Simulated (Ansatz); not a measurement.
The molecule BeBr, multiplicity 2 (lowest of 2S+1 = 2, 4 at CCSD(T)/def2-TZVPP on PBE0 minima; our sources give no spin for the ground state, which may be another). No spin–orbit coupling. Br is treated without relativity.

The constants come from a fifth-degree fit in 1/R (seven points, main isotopes). In def2 and cc sets the state is the lowest found near the PBE0 minimum, followed along R.

Correlated levels freeze the inner cores; with def2 sets outer-core shells near the valence are correlated too.

Codes used: Ansatz (Gaussian orbitals). 

What bond length and harmonic frequency does PBE0/def2-TZVPP give?

r_e = 1.972 Å, ω_e = 700 cm⁻¹.

What bond length and harmonic frequency does CCSD/def2-TZVPP give?

r_e = 1.982 Å, ω_e = 696 cm⁻¹.

What bond length and harmonic frequency does CCSD(T)/def2-QZVPP give?

r_e = 1.959 Å, ω_e = 718 cm⁻¹.

Ansatz is an electronic-structure program.
